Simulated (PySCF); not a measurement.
How methods differ on the excitation energy of C+

C+ [He] 2s2 2p1 (2P) → C+ [He] 2s1 2p1 3d1 (high-spin determinant), as a difference of total energies. Computed with PySCF 2.14 in x2c-QZVPPall with one added diffuse shell each of s, p, d, f type (8s5p4d3f1g, 73 functions), with the spin-free X2C one-electron Hamiltonian (Gaussian nucleus). Correlated levels: valence: 1s2 frozen. The calculations carry no spin-orbit coupling.

| method | excitation energy (eV) |
| --- | --- |
| UHF | 22.739 |
| MP2 (valence) | 23.994 |
| SCS-MP2 (valence) | 24.347 |
| CCSD (valence) | 24.472 |
| CCSD(T) (valence) | 24.494 |

Q: How much does correlation contribute at CCSD(T) (valence)?

A: 24.494 − (22.739) = 1.755 eV, measured against UHF.

The promoted electron is Rydberg-like, and one or two diffuse shells describe it only roughly, which tends to raise the upper state.

The determinant of the upper state mixes LS terms, which raises its energy above the lowest term, most at the Hartree-Fock and MP2 levels.
